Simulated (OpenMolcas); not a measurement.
# Se4+: effect of correlating more closed shells

```
Program             : OpenMolcas
Basis               : ANO-RCC-VQZP [7s6p4d2f1g]
Scalar Hamiltonian  : DKH2, point nucleus
Active space        : 2 electrons in 9 orbitals (RAS2 4s 4p; RAS3 4d, at most 2 electrons)
State averaging     : 2S+1 = 3 even, 3 roots; 2S+1 = 1 even, 7 roots; 2S+1 = 3 odd, 3 roots; 2S+1 = 1 odd, 3 roots
Spin-orbit coupling : state interaction with AMFI integrals over the reference wave functions, term energies averaged over their components
```

Methods on the same reference wave functions:
A. RASSCF
B. MS-RASPT2, IPEA 0.25 Eh, imaginary shift 0.1 Eh (closed shells correlated: none)
C. MS-RASPT2, IPEA 0.25 Eh, imaginary shift 0.1 Eh (closed shells correlated: 3d)

Energies in cm⁻¹ above 4s² ¹S₀, the measured ground level; measured values from the list in Rauch et al., Astron. Astrophys. 606, A105 (2017).

| Level | A | B | C | Measured |
| --- | --- | --- | --- | --- |
| 4s² ¹S₀ | 0.0 | 0.0 | 0.0 | 0.0 |
| 4s 4p ³P°₀ | 85794 | 86694 | 87516 | 89749 |
| 4s 4p ³P°₁ | 87219 | 88116 | 88935 | 91350 |
| 4s 4p ³P°₂ | 90336 | 91235 | 92057 | 94960 |
| 4s 4p ¹P°₁ | 133051 | 132584 | 132235 | 131733 |
| 4p² ¹D₂ | 207985 | 208752 | 210281 | 213203 |
| 4p² ³P₀ | 208764 | 209584 | 210269 | 211794 |
| 4p² ³P₁ | 210638 | 211497 | 212184 | 214091 |
| 4p² ³P₂ | 214194 | 215043 | 215835 | 218615 |

Deviations, from unrounded energies. A percentage is the sum of absolute deviations over the sum of measured energies, with the sign that they share, or ± where signs differ.

| Against measurement | Levels | A | B | C |
| --- | --- | --- | --- | --- |
| mean absolute deviation (cm-1) | 8 | 3800 | 3000 | 2100 |
| other configurations (%) | 8 | ±2.4 | ±1.9 | ±1.4 |

C lies closest to measurement on these levels and A furthest from it. The largest miss of C in the table is 4p² ¹D₂, by -2900 cm-1. The ranking rests on the paired levels alone, and a cruder setting can come out closer through cancelling errors.

Between B and C the level of the table that moves most is 4p² ¹D₂, by 1500 cm-1 (lowest in B, highest in C).

The lowest spin-free term lies below A's lowest term by 0.005 hartree in B, 0.078 hartree in C.

What an inner shell adds also hangs on whether the basis holds functions to correlate it.

Active for correlation alone: 4d; no level in the range computed is led by a configuration that fills it, so any true level of that kind is missing. Some terms mix strongly with configurations of 4d, whose occupation reaches 0.21 (4p² ¹D). Computed and measured levels are paired by configuration, term and J; levels that our copy of the source lacks, or whose pairing is in doubt (as where it misses far off the trend of its configuration), stay unpaired and out of the deviations. Levels of configurations outside the active space are missing. The table leaves out levels that lie high or whose names do not pair safely across all columns.

° marks odd parity.
